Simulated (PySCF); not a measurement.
## CsP: one state, many levels of theory

State: ³Σ⁻ (triplet), unpaired electrons π ↑↑. Set-up: basis Cs def2-SVPD with ECP46, P def2-SVPD; scalar-relativistic core potentials; PySCF 2.14. De refers to Cs + P in their high-spin ground configurations, without counterpoise correction. The functionals are run spin-unrestricted. A positive dipole means Cs(−)P(+). Levels whose curve was spin-contaminated or gave no clean fit are not listed.

| Level | Re (Å) | ωe (cm⁻¹) | De (eV) | μ (D) |
| --- | --- | --- | --- | --- |
| UHF-CCSD | 3.403 | 161 | 0.69 | n/a |
| UHF-CCSD(T) | 3.409 | 156 | 0.75 | n/a |
| PBE | 3.358 | 158 | 1.38 | -7.96 |
| PW91 | 3.352 | 160 | 1.43 | -8.05 |
| BLYP | 3.411 | 149 | 1.33 | -7.70 |
| r²SCAN | 3.366 | 160 | 1.28 | -9.01 |
| TPSSh | 3.353 | 165 | 1.43 | -9.25 |
| PBE0 | 3.335 | 167 | 1.27 | -9.22 |
| CAM-B3LYP | 3.342 | 170 | 1.22 | -9.92 |

The bond length runs from 3.335 Å (PBE0) to 3.411 Å (BLYP). De spans 0.69 eV (UHF-CCSD, coupled cluster) to 1.43 eV (TPSSh, hybrid meta-GGA).

Correlated steps freeze 5 core orbitals. Correlated levels converge slowly with the basis: in double zeta they bind strong bonds too weakly, by up to about 1 eV, and carry superposition errors of some tenths. These are scalar-relativistic numbers at best; spin–orbit coupling would shift them, the dissociation energy most. The state was picked by a PBE0 search and need not be the measured ground state.

The whole job (state search and all levels along the bond) took about 2.4 min on 1 thread of Arm Neoverse V2 (shared host), peak memory 0.63 GiB.
